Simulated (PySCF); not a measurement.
Several compounds and their computed core spectra got separated.

Method used: delta-SCF UKS SCAN, pcX-2 on the ionised atom, pcseg-1 elsewhere, spin-free X2C in PySCF 2.14.0. Geometries: PBE0-D3(BJ)/def2-SVP; isolated species, one conformer each.

Line lists (1s up to Mg, 2p3/2 beyond, nothing for Ga, Ge or Se; areas count atoms within a level, one atom standing for each set equivalent by bonding):
1. C 1s: 292.20 (area 1), 296.30 (area 1) eV; O 1s: 539.04 eV; F 1s: 693.59 eV
2. Cl 2p3/2: 206.42 eV
3. C 1s: 290.18 (area 1), 290.90 (area 1), 292.05 (area 1) eV; Cl 2p3/2: 205.55 eV
4. Si 2p3/2: 107.23 eV

Structures:
A. `CC(=O)F`
B. `C#C[C]([GeH3])([GeH3])Cl`
C. `[Cl][Ga]([Cl])[Cl]`
D. `[SiH3][Se][SiH3]`

Q: Which list belongs to which compound?

A: 
- 1 = A: no other candidate has this set of levels. C 1s: 292.20 methyl carbon next to a carbonyl, 296.30 acyl halide carbon; O 1s: 539.04 carbonyl oxygen; F 1s: 693.59 acyl fluorine.
- 2 = C: no other candidate has this set of levels. Cl 2p3/2: 206.42 chlorine bonded to Ga (×3).
- 3 = B: no other candidate has this set of levels. C 1s: 290.18 terminal alkyne carbon, 290.90 alkyne carbon, 292.05 sp3 C–Cl carbon; Cl 2p3/2: 205.55 alkyl chlorine.
- 4 = D: no other candidate has this set of levels. Si 2p3/2: 107.23 SiH3 silicon (×2).

Spin–orbit coupling isn't in the SCF: each 2p doublet comes from a relaxed spin-free hole plus a matrix of the shell (mean-field spin–orbit coupling and the ground-state 2p splitting), with 2p3/2 averaged over its two sublevels. 1 of these hole states is spin-contaminated (⟨S²⟩ 0.86, against 0.75; counted from 0.85) and less certain.
